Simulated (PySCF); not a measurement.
CdO: from constants to spectrum

BHandHLYP constants of CdO, ³Π (triplet), unpaired electrons σ ↑, π ↑ (Cd def2-TZVPP with ECP28, O def2-TZVPP; scalar-relativistic core potentials (PySCF 2.14); masses 113.9034 and 15.9949 u):

* ωe: 416.1 cm⁻¹
* ωexe: 7.01 cm⁻¹
* Be: 0.27363 cm⁻¹
* αe: 0.00393 cm⁻¹
* D (centrifugal): 4.73e-07 cm⁻¹
* De to Cd + O: 0.63 eV

Question: Give the vibrational terms G(v) and spacings up to v = 6.

Answer: G(v) = ωe(v+½) − ωexe(v+½)².

```tsv
v	G(v) (cm⁻¹)	G(v) − G(v−1)	Bv (cm⁻¹)
0	206		0.2717
1	608	402	0.2677
2	996	388	0.2638
3	1370	374	0.2599
4	1730	360	0.2559
5	2076	346	0.2520
6	2408	332	0.2481
```

Question: How well does the Morse estimate ωe²/(4ωexe) reproduce De, and what is D0?

Answer: It gives 0.77 eV, 122 % of the computed De. D0 = De − G(0) = 0.63 − 0.03 = 0.60 eV.

Spin–orbit coupling is left out. The state is the lowest determinant that a PBE0 search found; another state may lie lower at other levels.
